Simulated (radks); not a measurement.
Zr IV, configuration [Kr] 5f1 (not the ground configuration). Calculated with a radial shooting solver on a logarithmic mesh with Libxc functionals: non-relativistic Kohn-Sham, PBEsol, spin-unpolarised, spherical densities, point nucleus; relativity is left out, which matters for an element this heavy.

Normalised radial functions P(r) = r R(r), r in bohr:

r              3s       4p       5f
0.001989   0.1204   0.0010   0.0000
0.002315   0.1383   0.0014   0.0000
0.002717   0.1596   0.0019   0.0000
0.003163   0.1825   0.0026   0.0000
0.003683   0.2079   0.0034   0.0000
0.004322   0.2375   0.0047   0.0000
0.005031   0.2684   0.0063   0.0000
0.005857   0.3017   0.0083   0.0000
0.006873   0.3389   0.0113   0.0000
0.008001   0.3756   0.0149   0.0000
0.00939    0.4145   0.0200   0.0000
0.01093    0.4500   0.0263   0.0000
0.01273    0.4821   0.0343   0.0000
0.01493    0.5091   0.0452   0.0000
0.01739    0.5246   0.0583   0.0000
0.02024    0.5260   0.0746   0.0000
0.02375    0.5069   0.0957   0.0000
0.02765    0.4638   0.1198   0.0000
0.03219    0.3914   0.1479   0.0000
0.03777    0.2792   0.1816   0.0000
0.04397    0.1367   0.2163   0.0000
0.05119   -0.0386   0.2518   0.0001
0.06008   -0.2503   0.2866   0.0001
0.06994   -0.4622   0.3125   0.0002
0.08142   -0.6620   0.3256   0.0004
0.09555   -0.8268   0.3181   0.0006
0.1112    -0.9050   0.2835   0.0010
0.1295    -0.8737   0.2167   0.0017
0.152     -0.6971   0.1095   0.0027
0.1769    -0.3887  -0.0233   0.0042
0.2076     0.0587  -0.1825   0.0065
0.2417     0.5462  -0.3312   0.0096
0.2814     1.0191  -0.4503   0.0141
0.3302     1.4123  -0.5122   0.0206
0.3844     1.6186  -0.4858   0.0289
0.4475     1.6323  -0.3646   0.0398
0.5251     1.4574  -0.1414   0.0548
0.6113     1.1694   0.1348   0.0731
0.7117     0.8388   0.4315   0.0957
0.8351     0.5201   0.7126   0.1249
0.9722     0.2896   0.9032   0.1578
1.132      0.1398   0.9876   0.1950
1.328      0.0545   0.9534   0.2362
1.546      0.0185   0.8234   0.2737
1.8        0.0051   0.6369   0.3035
2.112      0.0010   0.4290   0.3183
2.459      0.0002   0.2595   0.3071
2.863      0.0000   0.1369   0.2614
3.36       0.0000   0.0590   0.1680
3.911      0.0000   0.0219   0.0372
4.59       0.0000   0.0062  -0.1297
5.343      0.0000   0.0015  -0.2909
6.221      0.0000   0.0003  -0.4095
7.3        0.0000   0.0000  -0.4479
8.498      0.0000   0.0000  -0.3879
9.893      0.0000   0.0000  -0.2636
11.61      0.0000   0.0000  -0.1379
13.52      0.0000   0.0000  -0.0578
15.73      0.0000   0.0000  -0.0183
18.46      0.0000   0.0000  -0.0039
21.5       0.0000   0.0000  -0.0006

3s: eigenvalue -425.37 eV, 2 radial nodes at r = 0.0496, 0.204 bohr, <r> = 0.470 bohr, 90 % of the charge inside 0.695 bohr. 4p: eigenvalue -67.295 eV, 2 radial nodes at r = 0.173, 0.569 bohr, <r> = 1.33 bohr, 90 % of the charge inside 1.95 bohr. 5f: eigenvalue -8.508 eV, 1 radial node at r = 4.06 bohr, <r> = 6.72 bohr, 90 % of the charge inside 9.75 bohr.
